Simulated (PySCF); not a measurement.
A GIAO shielding run with PySCF 2.14.0 with density-fitted response routines (density fitting, non-relativistic, gas phase) on SMILES CN[SiH2]C(=O)[SiH2]C(=O)[SiH3], C₃H₁₁NO₂Si₃:

```
$ OMP_NUM_THREADS=1 python probes_run.py task.json out

{"job": {"kind": "nmr", "xc": "PBE0", "basis": "pcSseg-1"}, "charge": 0, "multiplicity": 1}
C     -3.681171    -0.040010    -0.769108
N     -2.249504     0.028175    -0.583021
Si    -1.388895    -1.013470     0.472787
C      0.400562    -0.314068     0.492320
O      1.309299    -1.132492     0.622789
Si     0.953519     1.503149     0.257695
C      2.467458     0.953827    -0.797492
O      2.700132     1.384723    -1.902760
Si     3.565644    -0.472276    -0.042595
H     -4.142744    -0.301314     0.179512
H     -3.973469    -0.791411    -1.509337
H     -4.063205     0.929676    -1.090992
H     -1.786972     0.361836    -1.416694
H     -1.308751    -2.437428     0.122792
H     -1.981146    -0.847610     1.802814
H      1.459852     2.038671     1.516834
H     -0.073966     2.326340    -0.366228
H      3.290750    -1.757298    -0.665647
H      4.889430    -0.065930    -0.554444
H      3.608028    -0.342414     1.408346
```

Hardware: 1 thread of an AMD EPYC, shared host. The job also computes population analyses, field gradients.

(1) How large is the calculation?

(2) How long does it take, and how much memory does it need?

## Answers

(1) 94 electrons, 229 basis functions and 1256 auxiliary functions.

(2) 3.6 min of wall time, with 15 SCF cycles and 6 response iterations; peak memory 1.1 GiB. Times on a shared host scatter by some tens of per cent.
